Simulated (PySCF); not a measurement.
C₂H₇ClOTi, SMILES [CH3][Ti]([CH3])([OH])[Cl], multiplicity 1.

Coordinates come from a PBE0-D3(BJ)/def2-SVP optimisation. The spin state was assumed, not searched. Other conformers were not sampled.

Vertical ionisation energy (IE) and electron affinity (EA) in eV. Rows of orbital energies are one-electron estimates. Where ΔSCF, EOM or ADC give a negative EA the extra electron is unbound and the value depends on the basis.

```tsv
level	IE	EA
−ε(HOMO), −ε(LUMO), B3LYP/def2-TZVP (PySCF)	7.69	2.15
−ε(HOMO), −ε(LUMO), PBE/def2-TZVP (PySCF)	6.46	3.03
```
